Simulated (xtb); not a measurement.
Input for xtb: GFN1-xTB on H7NOSi (a complex).

```
$ xtb mol.xyz --gfn 1 --sp --chrg 0 --uhf 0
10

N      0.43977806    -0.21666562     0.10687710
H      0.43347886     0.73462224    -0.24371592
H      1.25902548    -0.67880333    -0.27211663
H     -0.37811970    -0.68783892    -0.26326018
O      0.62212049    -0.35490988     2.92468904
Si    -0.54751661     0.31972049     3.84714753
H      0.54387279    -0.29902449     1.94525539
H     -0.68686584     1.78282762     3.60924900
H     -0.17728127     0.10189692     5.26282013
H     -1.88533446    -0.28690499     3.60444200
```

The head of its log:

```
[...]
           -------------------------------------------------
          |                Calculation Setup                |
           -------------------------------------------------



molecular fragmentation (1/2 indicates fragments):
1111222222
# atoms in fragment 1/2:     4     6
 fragment masses (1/2) :       17.03       48.12
CMA distance (Bohr)    :   6.696
constraining FC (au)   :  0.0500

           -------------------------------------------------
          |                 G F N 1 - x T B                 |
           -------------------------------------------------

        Reference                      10.1021/acs.jctc.7b00118
      * Hamiltonian:
        H0-scaling (s, p, d)           1.850000    2.250000    2.000000
        zeta-weighting                 0.000000
      * Dispersion:
        s8                             2.400000
        a1                             0.630000
        a2                             5.000000
        s9                             0.000000
      * Repulsion:
        kExp                           1.500000
        rExp                           1.000000
      * Coulomb:
        alpha                          2.000000
        third order                    atomic
        anisotropic                    false
      * Halogen bond correction:
        rad-scale                      1.300000
        damping                        0.440000


          ...................................................
          :                      SETUP                      :
          :.................................................:
          :  # basis functions                  32          :
          :  # atomic orbitals                  31          :
          :  # shells                           21          :
          :  # electrons                        22          :
          :  # halogen bonds                     0          :
          :  max. iterations                   250          :
          :  Hamiltonian                  GFN1-xTB          :
          :  restarted?                      false          :
          :  GBSA solvation                  false          :
          :  PC potential                    false          :
          :  electronic temp.          300.0000000     K    :
          :  accuracy                    1.0000000          :
          :  -> integral cutoff          0.2500000E+02      :
          :  -> integral neglect         0.1000000E-07      :
          :  -> SCF convergence          0.1000000E-05 Eh   :
          :  -> wf. convergence          0.2000000E-04 e    :
          :  Broyden damping             0.4000000          :
          :  net charge                          0          :
          :  unpaired electrons                  0          :
          ...................................................

 iter      E             dE          RMSdq      gap      omega  full diag
   1    -13.7247886 -0.137248E+02  0.559E+00    5.84       0.0  T
   2    -13.7419334 -0.171449E-01  0.320E+00    6.92       1.0  T
```

Q: Give the final energy of this run.

A: -13.6393 hartree.
